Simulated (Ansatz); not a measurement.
`C#[C][Zr]([Cl])([Cl])[C]#C` + CH₃OH → `C#[C][Zr]([Cl])([Cl])[O]C` + acetylene at 298.15 K and 1 bar (ligand exchange at a Zr–C bond).

Gas-phase electronic energies from Ansatz, PBE0-D4/def2-TZVP geometries. CCSD(T)/CBS adds triple-zeta CCSD(T) − MP2 to the extrapolated MP2 energy (def2 sets, frozen cores). This one scheme is used for every species. Elements past krypton have def2 core potentials. For Zr outer-core shells are correlated without core-valence functions, which leaves a few kJ/mol of doubt a bond. One conformer a species, not always the lowest.

```
                     species  CCSD(T)/CBS energy (Eh)  H − E (kJ/mol)  S (J/(mol·K))
`C#[C][Zr]([Cl])([Cl])[C]#C`              -1120.00305           131.4          437.2
                       CH₃OH               -115.61712           146.3          238.2
 `C#[C][Zr]([Cl])([Cl])[O]C`              -1158.44434           195.2          463.9
                       `C#C`                -77.22717            80.8          200.2
```

H − E and S are ideal-gas, rigid-rotor, harmonic terms from PBE0-D4/def2-TZVP, for one conformer and one mirror image of each species. 1 Eh = 2625.50 kJ/mol, R = 8.31446 J/(mol·K).

**Question.** By hand: ΔE, ΔH, ΔS and ΔG.

**Answer.** ΔE = (-1158.44434) + (-77.22717) − (-1120.00305) − (-115.61712) = -0.05134 Eh = -134.8 kJ/mol. Δ(H − E) = 195.2 + 80.8 − 131.4 − 146.3 = -1.7, so ΔH = -136.5 kJ/mol. ΔS = 463.9 + 200.2 − 437.2 − 238.2 = -11.3 J/(mol·K). ΔG = -136.5 − 298.15 × (-11.3)/1000 = -133.1 kJ/mol.

**Question.** By hand: the equilibrium constant, and the temperature at which ΔG would vanish if ΔH and ΔS stayed fixed.

**Answer.** log₁₀ K = −ΔG/(RT ln 10) = 23.3. ΔG = 0 at ΔH/ΔS = 12080 K, far beyond where these terms or the molecules hold.

The number of gas molecules stays the same, so ΔS is small and ΔH decides. A doubt of 5 kJ/mol in ΔE shifts log₁₀ K by 0.9 here. Other conformers and mirror images would add mixing entropy, several J/(mol·K) or more a flexible species. Modes under 60 cm⁻¹, often nearly free rotors, make the harmonic entropy too high. These are equilibria of isolated gas molecules and say nothing of rates. Largest T1 diagnostic: 0.016 (customary marks: 0.02 for closed shells, 0.045 for open ones).
